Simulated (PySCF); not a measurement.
Species: p-toluenethiol, C7H8S.
Cartesian coordinates in Å at the PBE0-D3(BJ)/def2-SVP level; atoms count from 1:
```xyz
16
C7H8S angstrom
C     -2.522   -0.062    0.341
C     -1.038   -0.026    0.116
C     -0.154    0.319    1.143
C      1.225    0.324    0.952
C      1.764   -0.020   -0.293
S      3.498   -0.038   -0.628
C      0.891   -0.363   -1.332
C     -0.484   -0.364   -1.125
H     -2.853   -1.068    0.649
H     -2.826    0.638    1.132
H     -3.075    0.197   -0.574
H     -0.552    0.594    2.124
H      1.883    0.602    1.778
H      3.899    0.342    0.603
H      1.292   -0.630   -2.313
H     -1.145   -0.632   -1.953
```

Computed with TDDFT CAM-B3LYP/def2-SVPD, vertical, gas phase, core orbitals frozen in the response (PySCF).

Kohn–Sham orbitals with the atoms that hold most of them (Löwdin shares over 4%, at most four atoms; ? is withheld):

| orbital | ε (eV) | atoms |
| --- | --- | --- |
| HOMO-3 | -10.91 | S6 43%, C5 13%, C4 10%, C3 8% |
| HOMO-2 | -9.73 | S6 36%, C5 14%, C2 13%, C3 9% |
| HOMO-1 | -8.69 | C4 20%, C7 20%, C8 20%, C3 20% |
| HOMO | -7.38 | ? |
| LUMO | 0.61 | ? |
| LUMO+1 | 0.72 | C5 21%, C2 19%, C7 12%, C3 11% |
| LUMO+2 | 0.98 | S6 45%, H14 16%, H13 10%, C4 8% |

Task: Which atoms hold the HOMO, and with what shares?

Result: S6 (bonded to C and H) 37%; C5 (bonded to 2 C and S) 15%; C2 (bonded to 3 C) 14%; C7 (bonded to 2 C and H) 7%. By element: sulfur 37%, carbon 36% or more.

Task: Give the leading atoms of the LUMO.

Result: C8 (bonded to 2 C and H) 19%; C4 (bonded to 2 C and H) 19%; C3 (bonded to 2 C and H) 15%; C7 (bonded to 2 C and H) 15%.

Task: How does S1 compare with the orbital gap of 7.98 eV?

Result: S1 is at 4.88 eV (f = 0.014), 3.10 eV below the gap, made of HOMO→LUMO (81%), HOMO-1→LUMO+1 (14%). Without the coupling terms of the response equations the lowest excitation would equal the gap.

Task: Give energy, strength and leading configuration of S1, S3 and S7, and follow the Löwdin shares of the leading atoms from the occupied to the empty orbital.

Result: 
- S1 (4.88 eV, f 0.014), HOMO→LUMO (81%): S6 37% → at most 15%, C5 15% → at most 15%, C8 at most 8% → 19%, C4 at most 8% → 19%
- S3 (5.39 eV, f 0.283), HOMO→LUMO+1 (88%): S6 37% → at most 11%, C5 15% → 21%, C2 14% → 19%
- S7 (6.63 eV, f 0.471), HOMO-1→LUMO (79%): C4 20% → 19%, C7 20% → 15%, C8 20% → 19%

Löwdin shares depend on the basis, the more so with diffuse functions.

One conformer stands for the species.
